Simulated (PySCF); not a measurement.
# DySF at several levels of theory

Computed with PySCF 2.14.0 (density fitting, no spin-orbit coupling) at the geometry relaxed with PBE0:

```xyz
3
DySF (singlet in the valence; each metal's 4f electrons, 9 of them, lie in its core potential, out of spins and levels)
Dy   -0.1782    0.0000   -0.4024
S     1.7955    0.0000    0.8308
F    -1.8231    0.0000    0.7327
```

| level | basis | state | HOMO (eV) | gap (eV) | charge on Dy1 (e) | population of f-type functions on Dy1 (polarisation alone where 4f lies in the core) | dipole about the centre of mass (D) | largest force component (eV/Å) |
| --- | --- | --- | --- | --- | --- | --- | --- | --- |
| PBE0 | Dy lcecp-1-SVP with ECP55, S def2-SVP, F def2-SVP | singlet | -5.92 | 3.17 | 0.80 | 0.05 | 8.14 | 0.00 |
| TPSSh | the same | singlet | -5.33 | 2.40 | 0.80 | 0.05 | 8.03 | 0.30 |
| PBE0 | Dy lcecp-1-TZVP with ECP55, S def2-TZVP, F def2-TZVP | singlet | -5.96 | 3.19 | 1.18 | 0.06 | 8.40 | 0.05 |

In the lcecp rows the 4f levels are missing from HOMO and gap, and the state counts the valence alone.

Charges are Mulliken's, which hang on the basis. The relaxation used the grid (50, 194), these runs (75, 302) or, all-electron (x2c bases, spin-free X2C Hamiltonian), (99, 590).

(1) What does CAM-B3LYP with Dy lcecp-1-SVP with ECP55, S def2-SVP, F def2-SVP give here?

An lcecp potential fixes the number of 4f electrons, so in runs with it no electron can move into or out of that shell.

Results:

(1) state singlet, HOMO (eV) -7.05, gap (eV) 4.93, charge on Dy1 (e) 0.76, population of f-type functions on Dy1 (polarisation alone where 4f lies in the core) 0.05, dipole about the centre of mass (D) 8.35, largest force component (eV/Å) 0.05. Time: 2.4 s on 2 threads of Arm Neoverse V1 (shared host), from an already converged density.
